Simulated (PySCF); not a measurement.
O2S2, SMILES O=S(=O)=S.

Coordinates come from a B3LYP-D3(BJ)/def2-SVP optimisation.

Method: PBE/def2-TZVPD in PySCF.

Computed frontier levels, gap, dipole moment and polarisability:
```yaml
highest_occupied_level: -7.16 eV
lowest_empty_level: -4.29 eV
orbital_gap: 2.87 eV
dipole_moment: 1.30 D
quadrupole, principal values (traceless, Buckingham form, about the centre of nuclear charge): -5.03, 1.13, 3.90 D·Å
mean_static_polarisability: 49.8 bohr³ (7.38 Å³)
polarisability_principal_values: 33.6, 48.1, 67.8 bohr³
```
